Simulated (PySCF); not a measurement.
**Static response to an electric field**

Species: C₅H₃NO.
Geometry (GFN2-xTB, Å), atoms numbered from 1 in this order:
```
atom  x, y, z in Å
N1     3.331   -0.463   -0.135
C2     2.189   -0.365   -0.080
C3     0.797   -0.201   -0.020
C4     0.050    0.947   -0.155
C5    -1.294    0.549   -0.009
C6    -1.266   -0.799    0.203
O7    -0.014   -1.261    0.198
H8     0.426    1.934   -0.336
H9    -2.160    1.177   -0.053
H10   -2.050   -1.513    0.363
```

Level: B3LYP/def2-SVPD (PySCF), static field, nuclei fixed, core orbitals frozen in the response. The polarisability tensor in these axes (au):

```
x   98.04 -3.35 -3.13
y   -3.35 58.23 -2.83
z   -3.13 -2.83 39.68
```

Problem. Give the principal values, the mean and the anisotropy Δα = √{½[(α1 − α2)² + (α2 − α3)² + (α1 − α3)²]}.

Solution. Principal values 39.04, 58.45 and 98.46 au; mean 65.32 au = 9.68 Å³ = 10.77 × 10⁻⁴⁰ C²·m²/J; Δα = 52.48 au (80 % of the mean).

Problem. What is the dipole moment, and where does it point?

Solution. (-4.68, 1.20, 0.10) D, 4.83 D in size, pointing from the negative to the positive side. Measured along this direction, the outermost atoms are N1 at the negative end and H9 at the positive end.

Problem. Along which axes do the principal values lie, and how far do the nuclei extend along each?

Solution. Largest value along (1.00, -0.08, -0.05), where the nuclei span 5.60 Å; middle along (0.07, 0.98, -0.16), 3.68 Å; least along (0.06, 0.16, 0.99), 0.00 Å. The response follows the extents in order.

Problem. Molar refractivity from α?

Solution. Lorentz–Lorenz: R = (4π/3)N_A α = 2.5225 cm³/(mol·Å³) × 9.68 Å³ = 24.4 cm³/mol, in the limit of long wavelengths.

Problem. Refractivity n − 1 of an ideal gas of it at 500 K and 1 atm, from the electronic α?

Solution. N = p/kT = 1.4678 × 10¹⁹ cm⁻³, so n − 1 = 2π × N × 9.68 × 10⁻²⁴ cm³ = 893 × 10⁻⁶ at long wavelengths.

Geometry: GFN2-xTB; no solvent, vibrations or thermal averaging.
